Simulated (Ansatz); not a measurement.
Cost and result for the atomization energy of `FC1(Cl)O[SiH2]1` (7 atoms, 7 bonds).

```xyz
7

F     0.666    0.001    1.863
C     0.356    0.441    0.631
Cl    0.459    2.197    0.614
O     1.109   -0.184   -0.363
Si   -0.523   -0.556   -0.609
H    -0.906   -1.957   -0.347
H    -1.162    0.058   -1.789
```

Charge 0, multiplicity 1. The geometry is a stationary point of PBE0-D4/def2-TZVP. Program: Ansatz. All runs use 2 threads of an Arm Neoverse V2 on a shared host. Times are those of one run each, without the atoms' runs, and a repeat can differ threefold. Electronic energies, without spin–orbit coupling; frozen cores. CCSD(T)/CBS adds CCSD(T) − MP2 in def2-TZVPP to the MP2 limit, and its time is that of the two runs behind it. T1 = 0.014. HSE06 is the plane-wave form, built on full-range PBE exchange.

CCSD(T)/CBS is a level of theory with its own doubt, some kJ/mol a heavy atom from the limit and from the frozen cores, so smaller differences don't rank the functionals.

```json
{"level": "LDA (SPW92)/def2-TZVPP", "functions": "205", "wall time": "1.3 s", "atomization (kJ/mol)": "2920.4", "difference from CCSD(T)/CBS": "500.6", "per bond": "71.5"}
{"level": "PBE-D4/def2-TZVPP (with forces)", "functions": "205", "wall time": "2.6 s", "atomization (kJ/mol)": "2520.6", "difference from CCSD(T)/CBS": "100.8", "per bond": "14.4"}
{"level": "BHLYP-D4/def2-TZVPP", "functions": "205", "wall time": "3.2 s", "atomization (kJ/mol)": "2271.2", "difference from CCSD(T)/CBS": "-148.6", "per bond": "-21.2"}
{"level": "HSE06-D4/def2-TZVPP", "functions": "205", "wall time": "3.4 s", "atomization (kJ/mol)": "2428.6", "difference from CCSD(T)/CBS": "8.8", "per bond": "1.3"}
{"level": "CCSD(T)/def2-SVP", "functions": "88", "wall time": "3.4 s", "atomization (kJ/mol)": "2216.5", "difference from CCSD(T)/CBS": "-203.3", "per bond": "-29.0"}
{"level": "r2SCAN-D4/def2-TZVPP (with forces)", "functions": "205", "wall time": "5.5 s", "atomization (kJ/mol)": "2446.1", "difference from CCSD(T)/CBS": "26.3", "per bond": "3.8"}
{"level": "r2SCANh-D4/def2-TZVPP", "functions": "205", "wall time": "6 s", "atomization (kJ/mol)": "2411.9", "difference from CCSD(T)/CBS": "-7.9", "per bond": "-1.1"}
{"level": "B2PLYP/def2-TZVPP", "functions": "205", "wall time": "6 s", "atomization (kJ/mol)": "2378.6", "difference from CCSD(T)/CBS": "-41.2", "per bond": "-5.9"}
{"level": "B97M-V/def2-TZVPP", "functions": "205", "wall time": "9.5 s", "atomization (kJ/mol)": "2434.6", "difference from CCSD(T)/CBS": "14.8", "per bond": "2.1"}
{"level": "ωB97M-V/def2-TZVPP (with forces)", "functions": "205", "wall time": "13 s", "atomization (kJ/mol)": "2435.5", "difference from CCSD(T)/CBS": "15.7", "per bond": "2.2"}
{"level": "MP2/def2-QZVPP", "functions": "371", "wall time": "17 s", "atomization (kJ/mol)": "2486.4", "difference from CCSD(T)/CBS": "66.6", "per bond": "9.5"}
{"level": "CCSD(T)/def2-TZVPP", "functions": "205", "wall time": "98 s", "atomization (kJ/mol)": "2331.2", "difference from CCSD(T)/CBS": "-88.6", "per bond": "-12.7"}
{"level": "CCSD(T)/CBS(def2)", "functions": "–", "wall time": "110 s", "atomization (kJ/mol)": "2419.8", "difference from CCSD(T)/CBS": "0.0", "per bond": "0.0"}
```

The D4 term adds +26.8 kJ/mol with B3LYP and +13.7 kJ/mol with PBE0; it sums over pairs of atoms, weighted by their polarisabilities, and B3LYP, whose exchange is more repulsive, gets the larger term. From r2SCAN to r2SCAN0 (25 % exact exchange), in def2-TZVPP and without D4, the atomization energy moves by −83.8 kJ/mol: exact exchange takes away binding that semilocal exchange gives to molecules. In def2-TZVPP, CCSD(T) changes the Hartree–Fock value by +757.5 kJ/mol (the triples alone add +62.4 kJ/mol) and MP2 by +859.6 kJ/mol; breaking electron pairs costs correlation energy, which Hartree–Fock lacks.

B3LYP here is the variant with VWN-RPA as its local correlation; programs differ in this.
